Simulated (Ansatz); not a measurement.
W₄Se₈⁻, relaxed as a doublet with UKS PBE-D4/def2-SVP in Ansatz, starting from the GFN1-xTB geometry. Force threshold 0.03 eV/Å.

In the def2 sets W takes a core potential; there is no spin–orbit coupling. The structure comes from a short search, and lower isomers may exist.

Start:

```xyz
12

W    -1.306    0.832    1.169
W    -1.165   -0.358   -1.219
W     1.068    0.962   -0.310
W     0.293   -1.426    0.904
Se    0.080    2.779    1.117
Se    2.191   -2.559    1.484
Se   -1.025   -0.853    2.878
Se   -3.233    0.612   -0.271
Se    3.317    1.138    0.097
Se    0.991   -0.148   -2.666
Se   -0.941   -2.740   -0.740
Se   -0.269    1.762   -2.444
```

```tsv
step	energy (eV)	largest force component (eV/Å)	SCF passes
1	-529984.7515	1.452	35
2 (rejected)	-529984.7071	2.976	41
3	-529985.0734	0.342	42
4	-529985.1066	0.217	37
5	-529985.1200	0.104	35
6	-529985.1219	0.090	37
7	-529985.1235	0.029	32
```

Force components are those of the run's own axes.

End:

```
atom    x (Å)    y (Å)    z (Å)
  W1  -1.3321   0.8182   1.0983
  W2  -1.2113  -0.3054  -1.1583
  W3   1.0833   0.9181  -0.2915
  W4   0.3319  -1.3951   0.8898
 Se5   0.0709   2.8100   1.0777
 Se6   2.3049  -2.4590   1.4591
 Se7  -0.9977  -0.8316   2.9005
 Se8  -3.3684   0.6188  -0.2954
 Se9   3.3438   0.9082   0.1934
Se10   1.0116  -0.1551  -2.6479
Se11  -0.8987  -2.7458  -0.7738
Se12  -0.3382   1.8185  -2.4520
```

By distances, no bond broke or formed. The bond that changes most is Se10–Se12, from 2.30 to 2.40 Å (atoms count from 1).

No frequencies were taken in this run, so the end may be a saddle point.

Run time 6 min (2 threads of AMD EPYC 7R13 on a shared host and a share (18 GiB) of an NVIDIA H100 80GB HBM3), peak host memory 2.4 GiB.
